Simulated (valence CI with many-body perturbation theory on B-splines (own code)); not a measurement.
The numbers below are computed, except where a source is named.
## Hyperfine factors and g values of Pd38+

Method: relativistic CI+MBPT: six valence electrons over a frozen Dirac-Fock core [He], radial functions for each j: 9 s, 9 p, 8 d, 6 f, 3 g, 1 h, with the one-electron correlation potential Σ1, the two-electron term Σ2, the three-electron term Σ3, Breit, model QED; selected CI, second order for the rest, scaled by the run's own slope (own B-spline code, finite nucleus).

No measured spectrum was set against this ion. As an estimate, large intervals hold to a few tenths of a per cent, small ones and those within an open d or f shell to about a per cent. Among the levels kept, up to 2200 cm⁻¹ of a level comes from second order outside the variational space, and about a tenth of that is noise between levels of different J, which matters for small intervals.

A/g_I is the dipole constant over the nuclear g factor μ/I (μ in nuclear magnetons, uniformly magnetised nucleus), B/Q the quadrupole constant per barn. Both hold the static response of the core; the bare values leave it out. Large factors of s and p1/2 electrons are usually good to 5 to 10 %; those of open d and f shells near neutrality can be off by tens of per cent, and small factors of p3/2, d and f electrons come from cancelling terms and can be off by a factor of two or in sign, in half-filled shells by more. B is blank for J = 1/2, where it vanishes, and for nearly pure S terms. Energies count from the lowest level. Levels with J = 0 are left out.

Levels are named by their leading jj configuration (3d3/2^4 stands for four electrons in 3d with j = 3/2), which in mixed levels can hold well under half, so a name can repeat and another be missing. Letters in brackets count levels of one name in rising energy.

| Level | E (eV) | g | A/g_I (MHz) | A/g_I bare | B/Q (MHz/b) | B/Q bare |
| --- | --- | --- | --- | --- | --- | --- |
| (2s^2 2p1/2^2 2p3/2^2) J=2 | 0.0 | 1.351 | 170000 | 176000 | 63600 | 63700 |
| (2s^2 2p1/2 2p3/2^3) J=1 | 161.9 | 1.489 | -49400 | -40500 | -164000 | -164000 |
| (2s^2 2p1/2 2p3/2^3) J=2 | 176.9 | 1.123 | 402000 | 404000 | -393000 | -394000 |
| (2s 2p1/2^2 2p3/2^3) J=2 | 373.1 | 1.488 | 961000 | 954000 | -327000 | -328000 |
| (2s 2p1/2^2 2p3/2^3) J=1 | 413.7 | 1.262 | -508000 | -486000 | -48400 | -48600 |
| (2s 2p1/2 2p3/2^4) J=1 | 571.7 | 1.210 | 2090000 | 2060000 | -113000 | -114000 |
| (2s^2 2p1/2^2 2p3/2 3s) J=2 | 3137.0 | 1.562 | 349000 | 352000 | 287000 | 288000 |
| (2s^2 2p1/2^2 2p3/2 3s) J=1 | 3142.8 | 1.228 | -20800 | -9940 | 155000 | 155000 |
| (2s^2 2p1/2^2 2p3/2 3p1/2) J=1 | 3198.2 | 1.546 | 130000 | 139000 | 142000 | 143000 |
| (2s^2 2p1/2^2 2p3/2 3p1/2) J=2 | 3200.0 | 1.246 | 194000 | 199000 | 272000 | 273000 |
| (2s^2 2p1/2^2 2p3/2 3p3/2) J=3 | 3245.0 | 1.372 | 104000 | 108000 | 364000 | 365000 |
| (2s^2 2p1/2^2 2p3/2 3p3/2) J=1 | 3245.3 | 1.420 | 103000 | 108000 | -142000 | -143000 |
| (2s^2 2p1/2^2 2p3/2 3p3/2) J=2 | 3259.8 | 1.328 | 110000 | 114000 | 32100 | 32200 |
| (2s^2 2p1/2 2p3/2^2 3s) J=2 [a] | 3287.9 | 1.568 | 219000 | 222000 | 89900 | 90100 |
| (2s^2 2p1/2 2p3/2^2 3s) J=1 [a] | 3294.4 | 1.294 | -227000 | -214000 | 28300 | 28300 |
| (2s^2 2p1/2 2p3/2^2 3s) J=3 | 3305.6 | 1.321 | 445000 | 445000 | -419 | -423 |
| (2s^2 2p1/2 2p3/2^2 3s) J=2 [b] | 3310.4 | 1.043 | 267000 | 272000 | -22300 | -22300 |
| (2s^2 2p1/2^2 2p3/2 3d3/2) J=2 | 3314.1 | 1.048 | 104000 | 107000 | -3300 | -3280 |
| (2s^2 2p1/2^2 2p3/2 3d3/2) J=3 | 3317.8 | 1.166 | 91300 | 94700 | 246000 | 246000 |
| (2s^2 2p1/2^2 2p3/2 3d3/2) J=1 | 3319.9 | 1.178 | 88300 | 91900 | -116000 | -116000 |
| (2s^2 2p1/2^2 2p3/2 3d5/2) J=4 | 3327.9 | 1.279 | 65500 | 68200 | 281000 | 282000 |
| (2s^2 2p1/2 2p3/2^2 3s) J=1 [b] | 3332.1 | 1.313 | 958000 | 949000 | -11100 | -11100 |
| (2s^2 2p1/2^2 2p3/2 3d5/2) J=2 | 3334.5 | 1.274 | 24500 | 25500 | -199000 | -199000 |
| (2s^2 2p1/2^2 2p3/2 3d5/2) J=3 | 3345.5 | 1.175 | 66500 | 68400 | 2680 | 2840 |
| (2s^2 2p1/2 2p3/2^2 3p1/2) J=1 [a] | 3348.1 | 1.624 | -69100 | -58700 | 35800 | 35900 |
| (2s^2 2p1/2^2 2p3/2 3d5/2) J=1 | 3350.2 | 0.985 | -59100 | -64200 | 25200 | 25300 |
| (2s^2 2p1/2 2p3/2^2 3p1/2) J=2 [a] | 3354.5 | 1.208 | 196000 | 200000 | 12900 | 12900 |
| (2s^2 2p1/2 2p3/2^2 3p1/2) J=3 | 3367.9 | 1.112 | 348000 | 350000 | -12700 | -12700 |
| (2s^2 2p1/2 2p3/2^2 3p1/2) J=2 [b] | 3386.2 | 1.349 | 250000 | 255000 | 49300 | 49400 |
| (2s^2 2p1/2 2p3/2^2 3p1/2) J=1 [b] | 3389.2 | 0.690 | 686000 | 681000 | -8330 | -8340 |
| (2s^2 2p1/2 2p3/2^2 3p3/2) J=3 [a] | 3394.9 | 1.378 | 34600 | 39200 | 183000 | 184000 |
| (2s^2 2p1/2 2p3/2^2 3p3/2) J=2 [a] | 3395.9 | 1.397 | -16400 | -10600 | 34600 | 34700 |

(1) Take the isotope of mass number 105, with I = 5/2, μ = -0.642 μN and Q = 0.66 b. What is the hyperfine structure of (2s 2p1/2^2 2p3/2^3) J=1?

Results:

(1) From the table A = 130000 MHz, B = -31900 MHz. Shifts from the centre of gravity in MHz: F = 3/2: -477000, F = 5/2: -104000, F = 7/2: 317000.
